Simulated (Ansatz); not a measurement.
Calculated with Ansatz (gas phase, PBE0-D4/def2-TZVP geometries, no zero-point term in ΔE). CCSD(T)/CBS is the MP2 limit (def2-TZVPP, def2-QZVPP) plus CCSD(T) − MP2 in def2-TZVPP, frozen cores. This one scheme is used for every species. Functionals use def2-TZVPP. One conformer a species, not always the lowest.

Reaction (silylene formation by 1,1-elimination): `N[Si@H](Cl)[Si@@H](N)F` → `N[SiH](N)F` + `[SiH]Cl`

```json
{"level": "PBE-D4", "ΔE (kcal/mol)": "44.7", "difference from CCSD(T)/CBS": "3.1"}
{"level": "PBE0-D4", "ΔE (kcal/mol)": "46.1", "difference from CCSD(T)/CBS": "4.5"}
{"level": "ωB97X-V", "ΔE (kcal/mol)": "45.0", "difference from CCSD(T)/CBS": "3.4"}
{"level": "ωB97M-V", "ΔE (kcal/mol)": "39.6", "difference from CCSD(T)/CBS": "-2.0"}
{"level": "B2PLYP", "ΔE (kcal/mol)": "39.2", "difference from CCSD(T)/CBS": "-2.4"}
{"level": "r2SCAN", "ΔE (kcal/mol)": "45.3", "difference from CCSD(T)/CBS": "3.7"}
{"level": "PBE0", "ΔE (kcal/mol)": "43.4", "difference from CCSD(T)/CBS": "1.8"}
{"level": "SCS-MP2/def2-TZVPP", "ΔE (kcal/mol)": "40.6", "difference from CCSD(T)/CBS": "-1.0"}
{"level": "HF/def2-QZVPP", "ΔE (kcal/mol)": "35.2", "difference from CCSD(T)/CBS": "-6.4"}
{"level": "MP2/def2-QZVPP", "ΔE (kcal/mol)": "44.3", "difference from CCSD(T)/CBS": "2.7"}
{"level": "CCSD(T)/CBS", "ΔE (kcal/mol)": "41.6", "difference from CCSD(T)/CBS": "0"}
```

Largest T1 diagnostic among the species: 0.013.

The D4 term adds +4.8 kcal/mol with B3LYP and +2.7 kcal/mol with PBE0; it sums over pairs of atoms, weighted by their polarisabilities, and B3LYP, whose exchange is more repulsive, gets the larger term. In def2-TZVPP, CCSD(T) changes the Hartree–Fock value by +4.6 kcal/mol (the triples alone add +1.1 kcal/mol) and MP2 by +8.0 kcal/mol. From PBE to PBE0 (25 % exact exchange), in def2-TZVPP and without D4, ΔE moves by +1.7 kcal/mol.

B3LYP here is the variant with VWN-RPA as its local correlation; programs differ in this.
